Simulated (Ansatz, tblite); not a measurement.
Forces on ZnN₃Cl₃H₉⁻ (relaxed from a model of mer-[ZnCl3(NH3)3]-, whose bonding it doesn't keep) at its PBE-D4/def2-SVPD geometry. Charge -1, multiplicity 1.

The xTB rows come from tblite. In the singlet geometry the species has come apart into loosely held pieces.

GFN1-xTB (tblite), largest force 1.18 eV/Å:

```xyz
16
positions Å, forces eV/Å
Cl   -1.678    1.297   -1.876   -0.001   -0.039    0.028
Cl    0.937   -2.234    2.158   -0.029    0.369   -0.287
Cl    2.866    0.857    0.945   -0.193   -0.194    0.036
N    -1.326   -1.196    0.150   -0.786   -0.155   -0.318
N     1.100   -0.326   -1.359   -0.067    0.261   -0.698
N    -0.214    1.432    1.033   -0.346    0.635   -0.188
Zn    0.737   -0.439    0.728    0.446   -0.230    0.414
H    -1.942   -1.252    0.966    0.329    0.170   -0.583
H    -1.278   -2.140   -0.243   -0.053    0.680    0.111
H    -1.730   -0.542   -0.552    0.342   -0.747    0.737
H     1.228   -1.184   -1.902   -0.091    0.652    0.292
H     1.970    0.222   -1.391   -0.792   -0.360   -0.147
H     0.315    0.225   -1.774    0.970   -0.544    0.396
H    -0.828    1.567    1.840    0.399   -0.004   -0.600
H    -0.748    1.647    0.161    0.650   -0.116    0.979
H     0.592    2.066    1.117   -0.779   -0.378   -0.172
```

GFN2-xTB (tblite), largest force 0.69 eV/Å:

```
Cl 0.129 -0.143 0.176
Cl -0.025 0.218 -0.174
Cl -0.339 -0.232 -0.015
N -0.266 -0.040 -0.117
N -0.020 0.060 -0.320
N -0.178 0.271 -0.033
Zn 0.127 -0.050 0.106
H 0.246 0.121 -0.451
H -0.051 0.518 0.089
H 0.331 -0.391 0.469
H -0.062 0.463 0.119
H -0.555 -0.175 -0.105
H 0.517 -0.288 0.347
H 0.232 0.069 -0.417
H 0.428 -0.169 0.508
H -0.513 -0.232 -0.182
```

PBE-D4/def2-TZVPD (Ansatz), largest force 0.23 eV/Å:

```
Cl -0.011 0.013 -0.015
Cl 0.004 0.137 -0.099
Cl -0.032 -0.031 0.005
N -0.199 -0.065 -0.062
N 0.062 0.019 -0.192
N -0.064 0.188 0.038
Zn 0.131 -0.110 0.152
H 0.073 0.015 -0.076
H 0.010 0.099 0.038
H 0.032 -0.080 0.076
H -0.017 0.094 0.070
H -0.114 -0.069 0.030
H 0.087 -0.061 0.045
H 0.071 -0.024 -0.091
H 0.059 -0.023 0.097
H -0.090 -0.102 -0.016
```
